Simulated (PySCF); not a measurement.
Delta-SCF ions had no search for a lower state. Excitations are Tamm–Dancoff values on a coarser integration grid. The basis has no diffuse functions, so Rydberg states are missing or too high.

## CH4ClNOSi, SMILES `NC(=O)[SiH2]Cl` (H–N–C–Si torsion 0°, O–C–Si–Cl torsion -180°) (charge 0, multiplicity 1)

The numbers are results of PBE0-D4/def2-TZVP (PySCF), not measurements.

```json
{
 "HOMO": "-7.35 eV",
 "dipole_moment": "2.45 D",
 "LUMO": "-0.52 eV",
 "HOMO–LUMO gap": "6.83 eV",
 "S1 excitation (TDA)": "4.90 eV",
 "S1 oscillator strength": "0.005",
 "brightest of the four lowest singlets (TDA)": "7.21 eV",
 "T1 excitation (TDA)": "4.17 eV",
 "S1–T1 gap (TDA)": "0.73 eV",
 "vertical ionisation energy (Delta-SCF)": "9.44 eV",
 "total_energy": "-25031.26 eV",
 "cost": "about 2.6 core-minutes (a rough figure)"
}
```

```xyz
9

N     -1.5100     0.1565    -0.3634
C     -0.5357    -0.5638     0.2226
O     -0.7141    -1.6253     0.7930
Si     1.2714     0.0483     0.2037
Cl     1.4376     1.8536    -0.7910
H     -1.3036     1.0275    -0.8205
H     -2.4595    -0.1822    -0.3436
H      2.0979    -0.9536    -0.5006
H      1.7161     0.2389     1.5998
```
Charge 0, spin multiplicity 1.
